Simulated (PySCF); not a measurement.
Compound: C₅H₁₄P₂.
Bonds: C1–P2, P2–P3, P2–C4, C4–C5, C4–C6, C4–C7. Hydrogens: H8, H9, H10 on C1; H11, H12 on P3; H13, H14, H15 on C5; H16, H17, H18 on C6; H19, H20, H21 on C7.

Torsions of this conformer, `[CH3:1][P:2]([PH2:3])[C:4]([CH3:5])([CH3:6])[CH3:7]`: C1–P2–C4–C5 -164°, H–P3–P2–C1 -62°, H–P3–P2–C1 -155°.

The closed-shell ground state was solved at several levels (PySCF, density fitting, gas phase, non-relativistic). Geometry: PBE0-D3(BJ)/def2-SVP, one conformer, isolated molecule.

| level | basis functions | total energy (Eh) | HOMO (eV) | LUMO (eV) | gap (eV) | dipole (D) |
| --- | --- | --- | --- | --- | --- | --- |
| CAM-B3LYP/def2-SVPD | 260 | -881.2121 | -7.43 | 1.02 | 8.45 | 0.97 |
| PBE0/pcSseg-1 | 203 | -881.1094 | -6.24 | 0.19 | 6.43 | 0.95 |

Problem. Estimate the row for wB97X-D/pcSseg-1, a basis of 203 functions; the other rows only guide the guess.

Solution. Total energy -881.5464 Eh, HOMO -8.03 eV, LUMO 1.88 eV, gap 9.91 eV, dipole 0.96 D.

Problem. Over all these levels, which gives the widest orbital gap and which the narrowest?

Solution. wB97X-D/pcSseg-1 (range-separated hybrid) has the widest, 9.91 eV, and PBE0/pcSseg-1 (global hybrid, 25 % exact exchange) the narrowest, 6.43 eV. The two share the basis. From the narrowest to the widest the HOMO moves by -1.79 eV and the LUMO by +1.69 eV.

Problem. How far do the dipole and the HOMO energy spread over the levels?

Solution. The dipole runs from 0.95 to 0.97 D (mean 0.96 D) and the HOMO from -8.03 to -6.24 eV.

Note: wB97X-D ran without an empirical dispersion term, which enters the total energy and its gradient alone.
